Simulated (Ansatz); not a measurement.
`[F][GaH][I]` + HBr → `[F][GaH][Br]` + HI at 298.15 K and 1 bar (ligand exchange at a Ga–I bond).

Computed with Ansatz on PBE0-D4/def2-TZVP structures; ΔE is electronic, products minus reactants. CCSD(T)/CBS adds triple-zeta CCSD(T) − MP2 to the extrapolated MP2 energy (def2 sets, frozen cores). Elements past krypton have def2 core potentials. For Br, Ga, I outer-core shells are correlated without core-valence functions, which leaves a few kJ/mol of doubt a bond. Scalar relativity is left out up to krypton.

```
       species  CCSD(T)/CBS energy (Eh)  H − E (kJ/mol)  S (J/(mol·K))
 `[F][GaH][I]`              -2321.86103            39.3          314.5
           HBr              -2573.91920            24.6          198.6
`[F][GaH][Br]`              -4597.74300            39.6          306.3
            HI               -298.03592            22.7          206.5
```

H − E and S are ideal-gas, rigid-rotor, harmonic terms from PBE0-D4/def2-TZVP. 1 Eh = 2625.50 kJ/mol, R = 8.31446 J/(mol·K).

Question: By hand: ΔE, ΔH, ΔS and ΔG.

Answer: ΔE = (-4597.74300) + (-298.03592) − (-2321.86103) − (-2573.91920) = 0.00131 Eh = 3.4 kJ/mol. Δ(H − E) = 39.6 + 22.7 − 39.3 − 24.6 = -1.6, so ΔH = 1.8 kJ/mol. ΔS = 306.3 + 206.5 − 314.5 − 198.6 = -0.3 J/(mol·K). ΔG = 1.8 − 298.15 × (-0.3)/1000 = 1.9 kJ/mol.

Question: By hand: the equilibrium constant, and the temperature at which ΔG would vanish if ΔH and ΔS stayed fixed.

Answer: log₁₀ K = −ΔG/(RT ln 10) = -0.3. ΔH and −TΔS have one sign here, so there is no such temperature. One of them is within its doubt of zero, so this could turn.

The number of gas molecules stays the same, so ΔS is small and ΔH decides. The sign of ΔG lies within the doubt. A doubt of 5 kJ/mol in ΔE shifts log₁₀ K by 0.9 here. These are equilibria of isolated gas molecules and say nothing of rates. Largest T1 diagnostic: 0.012 (customary marks: 0.02 for closed shells, 0.045 for open ones).
